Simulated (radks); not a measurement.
Spherical jellium clusters: N electrons in a uniform positive sphere of charge N and radius rs N^(1/3), rs = 5.2 bohr. Calculated with a radial shooting solver with Libxc functionals: non-relativistic Kohn-Sham, LDA (Slater exchange, Perdew-Wang correlation), spin-polarised, spherical densities. Levels are named by radial order and angular momentum (1s, 1p, 1d, 2s, ...), and open shells are averaged over m.

N = 19, configuration 1s2 1p6 1d10 2s(up 1, down 0). This is the lowest configuration that the search found. Occupied and some empty levels:

level,occupation,eigenvalue (eV),<r> (bohr)
1s up,1,-3.7323,8.462
1s down,1,-3.6310,9.046
1p up,3,-3.2422,10.15
1p down,3,-3.2037,10.27
1d up,5,-2.6384,11.18
1d down,5,-2.6148,11.20
2s up,1,-2.3908,8.711
2s down,0,-2.1506,8.938
1f up,0,-1.9233,12.04
1f down,0,-1.9027,12.04
2p up,0,-1.4698,10.60
2p down,0,-1.3633,10.99
1g up,0,-1.1194,12.90
1g down,0,-1.0986,12.90

Energy (eV): total -34.8965, kinetic 20.339, external -845.16, Hartree 421.01, exchange-correlation -55.864, background 424.77.
